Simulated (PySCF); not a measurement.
SrF, SMILES [F][Sr+], charge +1. Geometry: B3LYP-D3(BJ)/def2-TZVPD. The multiplicity is an assumed one; other spin states were not compared. The def2 effective core potentials stand for the cores of Sr; spin–orbit coupling is left out.

Task: Give the equilibrium geometry at B3LYP-D3(BJ)/def2-TZVPD (PySCF confirms it by a frequency run) as bond lengths and angles, and its point group. (The exact figures need the calculation; the answer reports its results.)

Result: point group C∞v.
Atoms: Sr1 F2. Bond lengths (Å): Sr1–F2 2.021.
Charge +1, spin multiplicity 1.
